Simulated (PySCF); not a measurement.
Oxygen: a sound run and one with changed settings

Sound run: O⁺ [He] 2s2 2p3, O²⁺ [He] 2s2 2p2. All numbers are calculated (PySCF 2.14, the spin-free X2C one-electron Hamiltonian (Gaussian nucleus), in cc-pVDZ-DK (3s2p1d, 14 functions)). In the sound run the correlated levels freeze 1s2. The sound run starts from symmetry-adapted Hartree-Fock orbitals and uses a fine grid where one is needed.

Changed run: basis STO-3G, all-electron and non-relativistic. This setting is unsound on purpose.

| species | method | sound run (hartree) | changed run (hartree) | converged |
| --- | --- | --- | --- | --- |
| O⁺ | UHF | -74.40485 | -73.44358 | yes |
| O⁺ | PBE | -74.52821 | -73.52932 | yes |
| O⁺ | TPSS | -74.62416 | -73.63352 | yes |
| O⁺ | MP2 | -74.47476 | -73.44358 | yes |
| O²⁺ | UHF | -73.13383 | -72.10797 | yes |
| O²⁺ | PBE | -73.22886 | -72.17774 | yes |
| O²⁺ | TPSS | -73.32686 | -72.28228 | yes |
| O²⁺ | MP2 | -73.18937 | -72.11973 | yes |
| O²⁺ | CCSD(T) | -73.21221 | -72.12986 | yes |

Ionisation energy of O⁺:

```tsv
method	sound run (eV)	changed run (eV)
UHF	34.586	36.344
PBE	35.357	36.778
TPSS	35.301	36.769
MP2	34.977	36.024
SCS-MP2	34.779	35.960
```

A minimal basis cannot let orbitals breathe on ionisation and holds almost no correlation. The Hamiltonian changed with the basis, so the totals do not compare.

For comparison, NIST gives 35.121 eV between the lowest levels.
